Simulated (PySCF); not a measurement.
Species: C₆H₁₃PSi.
SMILES with atom numbers: `[H]/[P:4]=[C:3](\[CH:2]=[CH2:1])[Si:5]([CH3:6])([CH3:7])[CH3:8]` (hydrogens: H9, H10 on C1; H11 on C2; H12 on P4; H13, H14, H15 on C6; H16, H17, H18 on C7; H19, H20, H21 on C8)

Geometry (PBE0-D3(BJ)/def2-SVP, Å), atoms numbered from 1 in this order:
```
atom  x, y, z in Å
C1     1.9103    0.1955   -1.2930
C2     1.8438    0.0486    0.0419
C3     0.6351    0.0061    0.8564
P4     0.6768   -0.2072    2.5352
Si5   -1.1012    0.1911    0.0914
C6    -2.4013    0.1049    1.4457
C7    -1.4086   -1.2209   -1.1170
C8    -1.2313    1.8661   -0.7601
H9     2.8755    0.2117   -1.8048
H10    1.0210    0.3026   -1.9182
H11    2.7904   -0.0530    0.5902
H12    2.1073   -0.2990    2.6943
H13   -2.3765   -0.8588    1.9770
H14   -3.3997    0.2148    0.9911
H15   -2.2777    0.9058    2.1903
H16   -1.3680   -2.1846   -0.5852
H17   -2.4085   -1.1257   -1.5703
H18   -0.6683   -1.2569   -1.9292
H19   -2.2457    2.0126   -1.1645
H20   -0.5159    1.9794   -1.5875
H21   -1.0349    2.6724   -0.0360
```

The closed-shell ground state was solved at several levels (PySCF, density fitting, gas phase, non-relativistic).

| level | basis functions | HOMO (eV) | LUMO (eV) | gap (eV) | dipole (D) |
| --- | --- | --- | --- | --- | --- |
| wB97X-D/pcSseg-1 | 215 | -8.47 | -0.55 | 7.92 | 1.33 |
| B3LYP/def2-SVPD | 272 | -6.55 | -2.33 | 4.22 | 1.22 |

Estimate the row for PBE0/pcSseg-1, a basis of 215 functions; the other rows only guide the guess.

HOMO -6.77 eV, LUMO -2.19 eV, gap 4.58 eV, dipole 1.35 D.

Over all these levels, which gives the widest orbital gap and which the narrowest?

wB97X-D/pcSseg-1 (range-separated hybrid) has the widest, 7.92 eV, and B3LYP/def2-SVPD (global hybrid, 20 % exact exchange) the narrowest, 4.22 eV. Functional and basis both differ between the two, so the spread mixes both effects.

How far do the dipole and the HOMO energy spread over the levels?

The dipole runs from 1.22 to 1.35 D (mean 1.30 D) and the HOMO from -8.47 to -6.55 eV.

One conformer stands for the species.
